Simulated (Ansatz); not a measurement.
Si(OSiH3)(NHSiH3)(Me)2 (C₂H₁₃NOSi₃), SMILES C[Si](C)(N[SiH3])O[SiH3].

Geometry optimised at PBE-D3(BJ)/def2-SVP. Other conformers were not sampled.

Two levels are set side by side: PBE/def2-SVPD (Ansatz, a first-principles code) and PBE0/def2-SVPD (Ansatz). Energy differences of separate SCF runs at the same geometry; the states with an electron removed or added have multiplicity 2 and 2. Differences are taken from unrounded values.

| quantity | PBE0 | PBE | PBE minus PBE0 |
|---|---|---|---|
| vertical ionisation energy (eV) | 8.97 | 8.55 | -0.41 |
| vertical singlet–triplet gap (eV) | 5.78 | 5.35 | -0.42 |
